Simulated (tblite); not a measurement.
Species: C4H13Si2 (doublet state).
Z-matrix (Å and degrees, GFN2-xTB geometry), rows numbered from 1:
```
C 
C   1  1.5222
Si  2  1.9044  1  112.17
C   3  1.9103  2  112.61  1   173.74
C   4  1.5263  3  110.47  2  -178.93
Si  4  1.9049  3  112.27  2    56.07
H   1  1.0878  2  110.65  3   -59.75
H   1  1.0892  2  111.14  3  -179.92
H   1  1.0876  2  110.58  3    59.88
H   2  1.0940  1  108.92  3   121.42
H   2  1.0909  1  109.15  3  -122.74
H   3  1.4745  2  110.54  1    49.36
H   4  1.0971  3  107.08  2   -62.01
H   5  1.0882  4  110.66  3   -64.84
H   5  1.0894  4  111.21  3    54.98
H   5  1.0895  4  111.06  3   175.20
H   6  1.4645  4  108.83  3    56.50
H   6  1.4649  4  109.69  3   -63.94
H   6  1.4667  4  110.28  3   176.75
```

Method: GFN2-xTB as coded in tblite; computed harmonic values from a numerical Hessian at the method's own geometry, unscaled. This tight-binding method is rough: wavenumbers can miss measured ones by several per cent, in bad cases by 10 to 20. Modes of hydrogen on silicon can be 10 to 20 % off. One conformer, not necessarily the lowest. Open shells enter through the occupations alone, without spin polarisation, and single modes of such species can be off by tens of per cent.

Harmonic wavenumbers (cm⁻¹): 37.9, 44.6, 95.5, 134.2, 173.6, 223.3, 224.1, 249.9, 283.8, 304.1, 468.3, 510.9, 542.6, 597.2, 667.0, 717.6, 740.5, 779.6, 790.7, 793.1, 806.9, 977.3, 989.4, 1020.1, 1044.1, 1079.5, 1084.1, 1138.0, 1241.8, 1267.9, 1284.0, 1421.0, 1425.9, 1485.7, 1511.8, 1512.5, 1514.4, 1520.0, 2151.4, 2230.6, 2246.0, 2248.8, 2877.7, 2929.8, 2979.7, 2996.6, 3006.9, 3009.2, 3024.3, 3027.7, 3035.4.

A = 3550, B = 1158, C = 922.3 MHz; mass 117.056 u (most abundant isotopes); point group C1, symmetry number 1; spin multiplicity 2.

Q: Zero-point energy?

A: ½Σν̃ = 33233 cm⁻¹ = 95.02 kcal/mol.

Q: What is S at 298.15 K and 1 bar for an ideal gas of classical rigid rotors and harmonic oscillators?

A: Translation 40.21, rotation 28.83, vibration 32.61, spin (R ln 2) 1.38: S = 103.0 cal/(mol K).

Q: And Cp and H(298.15 K) − H(0)?

A: Cp = 39.64 cal/(mol K), of which vibrations give 31.69 (their classical limit is 51 R = 101.3); H(298.15 K) − H(0) = 7.32 kcal/mol without the zero-point energy, 4.95 from vibrations.

Q: Blend soft modes into free rotors: weight 1/[1 + (100 cm⁻¹/ν̃)⁴] for the oscillator and the rest for a rotor with moment μB/(μ + B), μ = h/(8π²ν), B = 10⁻⁴⁴ kg m². What vibrational entropy results?

A: 29.35 cal/(mol K) in place of 32.61, which changes −T·S at 298.15 K by +0.97 kcal/mol.

Q: How do the functions run with temperature in this model?

A: 
```tsv
T (K)	S (cal/(mol K))	Cp (cal/(mol K))	H − H(0) (kcal/mol)	G − H(0) (kcal/mol)	ln q(vib)
100	72.2	20.1	1.39	-5.83	2.29
200	89.3	30.0	3.90	-13.95	5.26
300	103.3	39.8	7.39	-23.59	8.11
500	127.8	56.9	17.14	-46.76	13.56
800	158.6	74.1	36.99	-89.88	21.15
1000	176.0	81.9	52.62	-123.37	25.81
```

q(vib) and H(0) count from the zero-point level.

Q: What must be added to the electronic energy to get the Gibbs energy at 298.15 K and 1 bar?

A: ZPE + [H(298.15 K) − H(0)] − T·S = 95.02 + 7.32 − 30.72 = 71.62 kcal/mol.

Hindered rotation and anharmonicity are outside this model. Other conformers, if any are populated, would add a mixing term that is left out. The structure is chiral; the term R ln 2 for an equal mix with its mirror image is left out.
